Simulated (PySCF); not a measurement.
C5H12OSi, SMILES C(C)O[SiH](C)C=C, singlet, GFN2-xTB optimised geometry.

```
19

Si    -1.10    -1.26     0.00
C     -1.52    -2.16    -1.61
C     -1.77     0.51     0.00
C     -2.86     0.93     0.62
O      0.53    -1.26     0.00
C      1.40    -0.65     0.91
C      2.78    -0.53     0.28
H     -1.63    -1.95     1.18
H     -2.60    -2.25    -1.72
H     -1.10    -3.16    -1.63
H     -1.14    -1.63    -2.48
H     -1.20     1.25    -0.57
H     -3.20     1.95     0.58
H     -3.47     0.26     1.20
H      1.45    -1.25     1.82
H      1.02     0.34     1.18
H      3.15    -1.52     0.01
H      3.47    -0.07     0.99
H      2.73     0.08    -0.62
```

Density from PBE0/def2-SVP (PySCF) at that geometry.

Minimum of the electron density along straight lines between bonded atoms, close to the bond critical point (lines longer than 1.1 times the sum of covalent radii, or with two minima, are not listed):

```tsv
bond	length / Å	ρ at the minimum / e bohr⁻³	∇²ρ there / e bohr⁻⁵	position (fraction from the first atom)
Si1–C2	1.893	0.114	0.31	0.38
Si1–C3	1.892	0.112	0.33	0.38
C3–C4	1.324	0.342	-0.92	0.49
Si1–O5	1.626	0.128	1.09	0.41
O5–C6	1.400	0.256	-0.29	0.66
C6–C7	1.521	0.250	-0.59	0.51
Si1–H8	1.472	0.117	0.32	0.49
C2–H9	1.085	0.272	-0.97	0.62
C2–H10	1.085	0.272	-0.98	0.63
C2–H11	1.085	0.272	-0.97	0.62
C3–H12	1.086	0.275	-1.01	0.63
C4–H13	1.080	0.282	-1.08	0.63
C4–H14	1.078	0.284	-1.09	0.63
C6–H15	1.097	0.281	-1.05	0.63
C6–H16	1.097	0.281	-1.05	0.63
C7–H17	1.087	0.277	-1.02	0.63
C7–H18	1.087	0.276	-1.00	0.62
C7–H19	1.087	0.277	-1.02	0.63
```
